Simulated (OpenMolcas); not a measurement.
## Cl³⁺: the spin-orbit constant, Slater's ratio, worked from levels

```json
{"Program": "OpenMolcas 26.06", "Basis": "ANO-RCC [8s7p5d4f2g]", "Scalar Hamiltonian": "DKH2, point nucleus", "Active space": "4 electrons in 9 orbitals (RAS2 3s 3p; RAS3 3d, at most 2 electrons)", "State averaging": "2S+1 = 3 even, 6 roots; 2S+1 = 1 even, 12 roots; 2S+1 = 5 odd, 1 root; 2S+1 = 3 odd, 8 roots; 2S+1 = 1 odd, 8 roots", "Spin-orbit coupling": "state interaction with AMFI integrals over the reference wave functions, term energies averaged over their components"}
```

Methods: RASSCF; MS-RASPT2, IPEA 0.25 Eh, imaginary shift 0.1 Eh (closed shells correlated: 2s 2p). Measured levels: Moore, Atomic Energy Levels, vol. I, NSRDS-NBS 35 (1971 reprint of NBS Circular 467, 1949).

**The spin-orbit constant.** For the Hund term ³P of p2, E(J) = (A/2) J(J+1) + constant and ζ = 2S·A = 2A. From J = 0 to J = 2 the energy changes by 3 A.

```tsv
Source	E(2) - E(0)	A	ζ
RASSCF	1206.4	402.1	804
MS-RASPT2	1211.1	403.7	807
measured	1341.0	447.0	894
```

All in cm-1. MS-RASPT2 is off by -9.7 % and RASSCF by -10.0 %. Both methods take the spin-orbit matrix elements from the reference wave functions, so the second can move ζ only through the term energies and any multistate remixing. Second-order mixing with other terms is absorbed into this ζ.

**Slater's ratio.** With one set of orbitals, p2 has ¹D - ³P = 6 F2 and ¹S - ¹D = 9 F2 (F2 = F²/25), a ratio of 3/2. Term energies are centres of gravity, weighted by 2J + 1.

```json
{"Source": "RASSCF", "¹D - ³P": "15293", "¹S - ³P": "35189", "F2 from the first": "2549", "Ratio": "1.301"}
{"Source": "MS-RASPT2", "¹D - ³P": "12894", "¹S - ³P": "31738", "F2 from the first": "2149", "Ratio": "1.461"}
{"Source": "measured", "¹D - ³P": "12857", "¹S - ³P": "31641", "F2 from the first": "2143", "Ratio": "1.461"}
```

Energies in cm-1. A ratio away from 3/2 shows effects beyond one configuration with one set of orbitals, and in heavier atoms second-order spin-orbit shifts.

CASPT2 breaks the degeneracy within a term, and the mean is taken; among the terms shown or strongly mixed into the levels shown the widest spread is 22 cm-1 (3s² 3p² ¹D, MS-RASPT2). The run also gave levels led by 3s 3p² 3d, which use shells meant for correlation; these and all levels above them are left out. Computed and measured levels are paired by configuration, term and J; levels that our copy of the source lacks, or whose pairing is in doubt (as where it misses far off the trend of its configuration), stay unpaired and out of the deviations. Levels of configurations outside the active space are missing.
